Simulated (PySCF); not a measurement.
Computed IR spectrum (relative IR intensity) of a molecule C5H5F. The structure is a stationary point at PBE0-D3(BJ)/def2-SVP. Other conformers were not sampled. Method: PBE0-D3(BJ)/def2-SVP (PySCF). No scaling factor is applied to the harmonic values.

Lines under 2 % of the strongest are left out, and lines within 2 cm⁻¹ are merged.

| ν (cm⁻¹) | relative intensity |
|---|---|
| 264 | 5.5 |
| 608 | 31 |
| 739 | 14 |
| 785 | 10 |
| 924 | 52 |
| 943 | 57 |
| 1021 | 18 |
| 1033 | 38 |
| 1248 | 9.5 |
| 1308 | 100 |
| 1324 | 97 |
| 1424 | 18 |
| 1477 | 47 |
| 1718 | 7.2 |
| 2095 | 6.8 |
| 3126 | 9.6 |

Q: Pick the molecule that these values belong to.
A) C#C[C@H](F)C=C
B) C=C=C(F)C=C
C) FC1C=CC=C1
D) C=CC=C=CF

A: B, C=C=C(F)C=C
